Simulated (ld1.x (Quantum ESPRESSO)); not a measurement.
What one change does to a pseudopotential (oxygen (O), PAW)

| Property | Result |
| --- | --- |
| Element | O (Z = 8) |
| Generator | ld1.x (Quantum ESPRESSO) 7.5 |
| Type | PAW |
| Functional | PBEsol |
| Relativity | scalar-relativistic |
| Frozen core | [He] |
| Valence charge | 6 |
| Reference configuration | 2s2 2p4 |
| Partial waves | 2s (bound): rcut 0.80, rcutus 1.00 bohr; 2s channel at -0.85 Ry: rcut 0.80, rcutus 1.00 bohr; 2p (bound): rcut 1.25, rcutus 1.40 bohr; 2p channel at 0.5 Ry: rcut 1.25, rcutus 1.40 bohr |
| Local potential | all-electron potential smoothed inside 1.15 bohr (lloc = -2) |
| Core correction | Bessel-smoothed model core inside 0.65 bohr |
| Augmentation charge | PSQ, inside the norm-conserving radii |

Change: waves 2s (bound): rcut 0.70, rcutus 0.74 bohr; 2s channel at -0.85 Ry: rcut 0.70, rcutus 0.74 bohr.

Cutoffs: the cutoffs (Ry, on a coarse ladder) from which the occupation-weighted sum of valence levels, in a spherical-Bessel basis at the reference potential, stays within 10 and 1 mRy of its value at 400 Ry; they do not see the model core or the augmentation charge, which bear on the density cutoff. Errors are all-electron minus pseudo energies relative to the spin-unpolarised reference configuration.

**Question.** What does the change do?

**Answer.** The potential gets harder (35 Ry and 60 Ry → 60 Ry and 80 Ry); of the 7 tests that both files solve, the error grows in 4 and shrinks in 0 by more than 15 % and 0.3 meV (median size 0.7 → 1.4 meV); neither file shows a bound ghost. A smaller radius makes the pseudo-wave follow the all-electron one further in, where it bends more sharply, so more plane waves are needed. That the errors move this way runs against the usual rule that smaller radii transfer better.

```csv
quantity,base,changed
"cutoff, loose",35 Ry,60 Ry
"cutoff, tight",60 Ry,80 Ry
loose cutoff by channel (10 mRy a level),"s 18 Ry, p 30 Ry","s 50 Ry, p 30 Ry"
bound ghosts,none,none
"error for 2s2 2p3, meV [ΔE 16.36 eV]",+0.7,+1.5
"error for 2s2 2p2, meV [ΔE 49.84 eV]",+3.1,+5.3
"error for 2s2 2p1, meV [ΔE 103.54 eV]",-1.4,-1.4
"error for 2s2 2p0, meV [ΔE 180.19 eV]",-3.9,-12
"error for 2s1 2p5, meV [ΔE 14.85 eV]",-0.6,-0.6
"error for 2s1 2p4, meV [ΔE 31.50 eV]",+0.7,+1.3
"error for 2s2 2p3.5, meV [ΔE 6.25 eV]",-0.1,+0.1
s: phases at 1.55 bohr within 0.05 rad from the reference energy up to (Ry; the scan ends near 5),to the end of the scan,to the end of the scan
p: phases at 1.55 bohr within 0.05 rad from the reference energy up to (Ry; the scan ends near 5),to the end of the scan,to the end of the scan
lowest overlap eigenvalue by channel,"s 0.56, p 0.97","s 0.57, p 0.97"
```
